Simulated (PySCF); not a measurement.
tetrasiletane (H8Si4), SMILES [SiH2]1[SiH2][SiH2][SiH2]1. Atoms are numbered in the order given.

```xyz
12

Si     1.1453     1.1453    -0.2852
Si     1.1453    -1.1453     0.2852
Si    -1.1453    -1.1453    -0.2852
Si    -1.1453     1.1453     0.2852
H      2.0864     2.0864     0.3944
H      1.2802     1.2802    -1.7708
H      1.2802    -1.2802     1.7708
H      2.0864    -2.0864    -0.3944
H     -2.0864    -2.0864     0.3944
H     -1.2802    -1.2802    -1.7708
H     -1.2802     1.2802     1.7708
H     -2.0864     2.0864    -0.3944
```

Geometry optimised at PBE0-D3(BJ)/def2-SVP.

These are PBE0/pcSseg-1 (PySCF) values and carry that method's errors.

GIAO shieldings, no solvent; atoms listed in one row are averaged. δ = σ(ref) − σ: ²⁹Si against TMS (σ = 352.7 ppm); ¹H against TMS (σ = 31.56 ppm), references at their B3LYP-D3(BJ)/def2-TZVP geometries, non-relativistic.

Computed chemical shifts:
```tsv
nucleus	atoms	count	δ (ppm)
²⁹Si	Si1, Si2, Si3, Si4	4	-97.2
¹H	H8, H9, H5, H12	4	4.30
¹H	H7, H11, H10, H6	4	4.19
```
